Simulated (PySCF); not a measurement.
Species: C5H6O2.
Bonds: C1–O2, O2–C3, C3–C4 (aromatic), C4–C5 (aromatic), C5–O6 (aromatic), O6–C7 (aromatic), C3–C7 (aromatic). Hydrogens: H8, H9, H10 on C1; H11 on C4; H12 on C5; H13 on C7.

The same species was optimised twice, with GFN2-xTB and with PBE0-D3(BJ)/def2-SVP (PySCF), and the same property calculations (PySCF, gas phase) were run on both structures.

| coordinate | GFN2-xTB | PBE0-D3(BJ)/def2-SVP | change |
| --- | --- | --- | --- |
| O2–C3 (Å) | 1.355 | 1.340 | -0.015 |
| C3–C4 (Å) | 1.424 | 1.431 | +0.007 |
| C1–O2 (Å) | 1.407 | 1.400 | -0.007 |
| C3–C7 (Å) | 1.367 | 1.372 | +0.005 |
| O6–C7 (Å) | 1.353 | 1.357 | +0.004 |
| C4–C5 (Å) | 1.359 | 1.362 | +0.003 |
| C5–O6 (Å) | 1.339 | 1.342 | +0.003 |
| C3–C7–O6 (°) | 110.0 | 109.2 | -0.8 |
| C5–O6–C7 (°) | 107.2 | 107.8 | +0.6 |
| C4–C3–C7 (°) | 106.1 | 106.6 | +0.5 |
| C3–C4–C5 (°) | 105.6 | 105.3 | -0.3 |
| O2–C3–C4 (°) | 123.6 | 123.3 | -0.3 |
| O2–C3–C7 (°) | 130.3 | 130.1 | -0.2 |
| C4–C5–O6 (°) | 111.1 | 111.1 | 0.0 |
| C1–O2–C3 (°) | 115.6 | 115.6 | 0.0 |
| C1–O2–C3–C4 (°) | -178 | 180 | -2 |

Rotational constants: A = 7696, B = 2036, C = 1627 MHz (GFN2-xTB) against A = 7630, B = 2050, C = 1633 MHz (PBE0-D3(BJ)/def2-SVP).

On the GFN2-xTB structure: HOMO (eV) -6.30 [PBE0/pcSseg-1]; LUMO (eV) 0.48 [PBE0/pcSseg-1]; dipole (D) 1.06 [PBE0/pcSseg-1]; GIAO shielding of C1 (ppm) 128.6 [PBE0/pcSseg-1]; GIAO shielding of O2 (ppm) 261.9 [PBE0/pcSseg-1]; GIAO shielding of C3 (ppm) 27.4 [PBE0/pcSseg-1]; GIAO shielding of C4 (ppm) 76.2 [PBE0/pcSseg-1]; GIAO shielding of C5 (ppm) 40.3 [PBE0/pcSseg-1]; GIAO shielding of O6 (ppm) 65.9 [PBE0/pcSseg-1]; GIAO shielding of C7 (ppm) 61.8 [PBE0/pcSseg-1].

Q: What do these properties become on the PBE0-D3(BJ)/def2-SVP structure?

A: 
```
                                    property          level  on GFN2-xTB  on PBE0-D3(BJ)/def2-SVP  change
                                   HOMO (eV)  PBE0/pcSseg-1        -6.30                    -6.27   +0.03
                                   LUMO (eV)  PBE0/pcSseg-1         0.48                     0.47   -0.01
                                  dipole (D)  PBE0/pcSseg-1         1.06                     1.07   +0.01
energy, GFN2-xTB geometry as zero (kcal/mol)  PBE0/pcSseg-1          0.0                     -0.2    -0.2
                  GIAO shielding of C1 (ppm)  PBE0/pcSseg-1        128.6                    127.9    -0.7
                  GIAO shielding of O2 (ppm)  PBE0/pcSseg-1        261.9                    261.3    -0.6
                  GIAO shielding of C3 (ppm)  PBE0/pcSseg-1         27.4                     27.6    +0.2
                  GIAO shielding of C4 (ppm)  PBE0/pcSseg-1         76.2                     75.4    -0.8
                  GIAO shielding of C5 (ppm)  PBE0/pcSseg-1         40.3                     38.7    -1.6
                  GIAO shielding of O6 (ppm)  PBE0/pcSseg-1         65.9                     62.7    -3.2
                  GIAO shielding of C7 (ppm)  PBE0/pcSseg-1         61.8                     61.4    -0.4
```

The heavy atoms differ by 0.015 Å rms after alignment. Among bonds between heavy atoms O2–C3 changes most (-0.015 Å). Changes are differences of the printed values. Neither structure is proved a minimum here.

Conformer computed: `[CH3:1][O:2][c:3]1[cH:4][cH:5][o:6][cH:7]1`: C1–O2–C3–C4 180°.
